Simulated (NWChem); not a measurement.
Molecule: propylene glycol (C3H8O2); SMILES CC(O)CO

```xyz
13

C     -0.6595     1.7382    -0.0198
C      0.0058     0.4294     0.3514
O      1.3664     0.3886    -0.0494
C     -0.6985    -0.7983    -0.2120
O      0.0079    -1.9579     0.1012
H     -0.0923     2.5873     0.3880
H     -0.7147     1.8562    -1.1158
H     -1.6871     1.7885     0.3712
H      0.0370     0.3233     1.4491
H      1.4037     0.6320    -0.9829
H     -1.7167    -0.8835     0.2029
H     -0.8122    -0.6634    -1.3129
H      0.9404    -1.7113     0.0162
```
Atoms are numbered in this order, from 1.

All runs: NWChem. Pople sets run with spherical d functions. STO-3G and 3-21G are far too small for this property and stand as cheap habits. Structure relaxed at the PBE0/def2-SVP level. No frequency run checked for a minimum. GIAO values for the isolated, static molecule; σ is the absolute isotropic shielding, δ = σ(reference) − σ with the isolated reference molecule computed at the same levels (13C: tetramethylsilane, 1H: tetramethylsilane, 17O: water).

| level | δ C1 (ppm) | δ O3 (ppm) | δ H9 (ppm) | δ H10 (ppm) | δ H11 (ppm) | δ H12 (ppm) | δ H13 (ppm) |
|---|---|---|---|---|---|---|---|
| B3LYP/6-311G** | 21.4 | 66.7 | 3.61 | -1.30 | 3.57 | 3.04 | 1.68 |
| PBE0/pcSseg-1 | … | … | … | … | … | … | … |
| Hartree-Fock/STO-3G | 21.6 | -5.5 | 2.02 | -2.63 | 1.88 | 1.13 | -0.68 |

Question: Fill in the missing entries.

Answer: 
- PBE0/pcSseg-1, δ C1 (ppm): 20.7
- PBE0/pcSseg-1, δ O3 (ppm): 56.8
- PBE0/pcSseg-1, δ H9 (ppm): 3.42
- PBE0/pcSseg-1, δ H10 (ppm): -1.01
- PBE0/pcSseg-1, δ H11 (ppm): 3.50
- PBE0/pcSseg-1, δ H12 (ppm): 2.95
- PBE0/pcSseg-1, δ H13 (ppm): 1.94
